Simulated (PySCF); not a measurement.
# Computed properties of fluoro(fluorosilylsulfanyl)silane (F₂H₄SSi₂), SMILES [SiH2](S[SiH2]F)F

F2H4SSi2, SMILES F[SiH2]S[SiH2]F. Coordinates come from a TPSSh-D3(BJ)/def2-SVP optimisation. One conformer was computed; it need not be the lowest. All values are computed for the isolated molecule unless a solvent is named; none is compared with measurement here.

**Structure.** All 21 harmonic modes at TPSSh-D3(BJ)/def2-SVP (PySCF) are real, so it is a minimum. With heavy atoms numbered as in [SiH2:1]([F:2])[S:3][SiH2:4][F:5], the shortest bond between them is Si1–F2 at 1.627 Å and the longest Si1–S3 at 2.143 Å.

**Vibrations.** The strongest infrared lines (harmonic, unscaled, degenerate partners summed) lie at 892 cm⁻¹ (498 km/mol, H 73 %, Si 17 %, F 9 %), 964 cm⁻¹ (239 km/mol, H 81 %, Si 15 %), 953 cm⁻¹ (186 km/mol, H 76 %, Si 18 %). The softest mode is at 37 cm⁻¹ and the zero-point energy is 27.4 kcal/mol.

**Electronic structure.** HF/def2-TZVP (PySCF) places the frontier levels at -11.13 and 2.78 eV, a gap of 13.91 eV, and gives a dipole moment of 0.03 D and a mean polarisability of 61.6 bohr³. PBE/def2-TZVP (PySCF) at the same geometry gives -7.14 and -1.36 eV, so its gap is 8.13 eV narrower. An orbital gap is neither the optical nor the fundamental gap.

**Excitations.** TDA-B3LYP/def2-SVPD (PySCF) has S1 at 6.43 eV (193 nm, f = 0.038, weak); the most intense of the 10 singlets computed lies at 7.77 eV (f = 0.10). T1 (TDA) is at 5.98 eV, 0.45 eV under S1. TDA-PBE/def2-SVPD (PySCF) puts S1 at 5.99 eV. No vertical singlet excitation falls in the visible range (under 3.1 eV).

**NMR.** GIAO shifts at PBE0/pcSseg-1 (PySCF) (non-relativistic, atoms alike by connectivity averaged): ¹H at 5.8 ppm against TMS; ²⁹Si at 7.3 ppm against TMS; ¹⁹F at -191.3 ppm against CFCl3.

**Solvation.** SMD-PBE0/def2-SVP (PySCF) gives 0.3 kcal/mol in water, -3.1 kcal/mol in 1-octanol, -3.0 kcal/mol in chlorobenzene (1 M in both phases, gas-phase geometry).
